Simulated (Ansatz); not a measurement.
Cost and result up the ladder for Zn3Se3 (6 atoms). Charge 0, multiplicity 1. Geometry: PBE-D4/def2-SVP.

Cartesian coordinates in Å:
```
Zn -0.643 -0.494 0.311
Zn -2.636 -1.153 1.720
Zn 1.434 -0.078 -1.299
Se 0.207 -2.035 -1.228
Se -0.136 1.696 0.991
Se 1.773 2.063 -0.495
```

Ansatz on 4 threads of Arm Neoverse V2 on a shared host. Times are rough, and most runs start from the orbitals of an earlier one. PBE0-D4/def2-TZVP serves as the yardstick here, not as an exact answer. Binding counts from free atoms at the same level (Zn singlet, Se triplet; other spins of the atoms weren't run), without zero-point energy.

Correlated methods freeze 54 core orbitals; core or outer-core shells of Se are correlated, in sets that lack core-valence functions. Another isomer (singlet) lies 2.36 eV lower at PBE0-D4/def2-TZVP; other spin states weren't run for this one.

| level | functions | binding energy per atom (eV) | difference from PBE0-D4/def2-TZVP (eV) |
| --- | --- | --- | --- |
| r2SCAN-D4/def2-TZVP | 288 | 1.83 | 0.06 |
| B97M-V/def2-TZVP | 288 | 1.65 | -0.11 |
| MP2/def2-TZVP | 288 | 1.75 | -0.01 |
| HF/def2-TZVP | 288 | 0.88 | -0.89 |
| PBE-D4/def2-TZVP (with forces) | 288 | 1.81 | 0.05 |
| PBE0-D4/def2-TZVP | 288 | 1.76 | 0.00 |

Problem. Estimate how long each takes.

Solution. PBE-D4/def2-TZVP (with forces) 8 s; HF/def2-TZVP 13 s; r2SCAN-D4/def2-TZVP 16 s; PBE0-D4/def2-TZVP 19 s; MP2/def2-TZVP 21 s; B97M-V/def2-TZVP 27 s. On shared hardware such times vary by a factor of up to 3.
